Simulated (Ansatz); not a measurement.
Geometry optimisation, Ansatz 0.2.0, RKS PBE0-D4/def2-SVP.

Input:

```yaml
crystal:
  periodic: [false, false, false]
  atoms:
    - { symbol: B, position_ang: [0.0, 0.0, 0.0] }
    - { symbol: F, position_ang: [0.0, 0.0, 1.67] }
    - { symbol: "N", position_ang: [1.3423, 0.0, -0.775] }
    - { symbol: H, position_ang: [1.8089, -0.9179, -1.0268] }
    - { symbol: H, position_ang: [1.7937, 0.9179, -1.0532] }
    - { symbol: F, position_ang: [-1.1431, 0.0, -0.66] }
    - { symbol: H, position_ang: [0.0668, 1.4124, 0.4698] }
    - { symbol: H, position_ang: [0.0526, 1.1131, 1.3144] }
basis:
  gaussian: { orbitals: def2-SVP }
hamiltonian:
  xc: pbe0
  dispersion: d4
relax:
  f_tol: 0.15
  max_steps: 25
  restrain:
    - { distance: [0, 6], at: 1.19, k: 30.0 }
    - { distance: [7, 1], at: 0.92, k: 30.0 }
    - { distance: [0, 1], at: 2.52, k: 30.0 }
    - { distance: [7, 6], at: 1.86, k: 30.0 }
```

Run as:

```bash
$ ansatz run input.yaml --threads 2 --pin off --max-ram 3072MiB --backend cpu --events-out ev --progress --plain --runs-dir out
```

Q: Where does it end, and by what steps?

A: The forces met the threshold. The restraints hold the end off the free minimum. After 8 steps the energy has fallen by 2.807 eV (the restraints' own energy left out); B1 moved furthest, 0.62 Å. Parted: B1–F2. Joined: B1–H7.

| step | energy less start (eV) | largest force component (eV/Å) | accepted |
| --- | --- | --- | --- |
| 0 | 0.0000 | 4.161 | yes |
| 1 | -0.6921 | 4.739 | yes |
| 2 | -1.7580 | 3.378 | yes |
| 3 | -2.2571 | 1.705 | yes |
| 4 | -2.6022 | 1.679 | yes |
| 5 | -2.7499 | 0.787 | yes |
| 6 | -2.7792 | 0.496 | yes |
| 7 | -2.8028 | 0.630 | yes |
| 8 | -2.8067 | 0.316 | yes |

```xyz
8
Properties=species:S:1:pos:R:3
B 0.078 0.450 -0.418
F 0.098 0.087 2.083
N 1.327 0.070 -0.891
H 1.504 -0.851 -1.270
H 2.145 0.654 -0.799
F -0.976 -0.357 -0.544
H -0.097 1.557 0.018
H -0.159 0.914 1.762
```

Whether the end is a true minimum wasn't checked by a vibrational analysis.

The run took 6.7 s on 2 threads of AMD EPYC 9R45 96-Core Processor (Zen 5) (shared host), peak memory 0.15 GiB.
